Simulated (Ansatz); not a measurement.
Relaxation of BH7SSi2 (11 atoms, charge 0, multiplicity 1), to a largest force component of 0.015 eV/Å in at most 40 steps.

All numbers below come from RKS PBE-D4/6-31G (Ansatz).

```xyz
11
Properties=species:S:1:pos:R:3
Si -1.042 1.422 0.385
Si -0.173 -0.086 -0.946
B 1.346 -0.838 -0.069
S 1.252 -1.696 1.598
H -2.267 2.032 -0.312
H -0.107 2.544 0.635
H -1.466 0.848 1.647
H 0.284 0.551 -2.220
H -1.145 -1.130 -1.166
H 2.447 -0.757 -0.532
H 0.937 -2.947 1.001
```

Task: Where does it end, and by what steps?

Result: The forces met the threshold. The force dipped under the threshold on the way, but the program's further checks kept it going. Limits of this set-up: no polarisation functions. After 15 steps the energy has fallen by 1.414 eV; S4 moved furthest, 0.97 Å.

```csv
step,energy less start (eV),largest force component (eV/Å),accepted
0,0.0000,1.955,yes
1,-0.5119,0.910,yes
2,-0.7665,1.072,yes
3,-1.0076,1.611,yes
4,-1.1739,1.097,yes
5,-1.2925,1.330,yes
6,-1.3957,0.244,yes
7,-1.3991,0.207,yes
8,-1.4107,0.120,yes
9,-1.4128,0.027,yes
10,-1.4132,0.008,yes
11,-1.4135,0.031,yes
12,-1.4136,0.044,yes
13,-1.4137,0.026,yes
14,-1.4137,0.003,yes
15,-1.4138,0.004,yes
```

```xyz
11
Properties=species:S:1:pos:R:3
Si -1.094 1.563 0.358
Si -0.127 -0.217 -0.889
B 1.557 -0.834 0.021
S 1.690 -2.347 1.023
H -2.348 2.078 -0.318
H -0.115 2.711 0.491
H -1.462 1.091 1.750
H 0.139 0.300 -2.292
H -1.156 -1.333 -0.991
H 2.573 -0.196 -0.010
H 0.409 -2.873 0.878
```

Whether the end is a true minimum wasn't checked by a vibrational analysis.

Time of the run: 66 s on 1 CPU thread of a shared host.
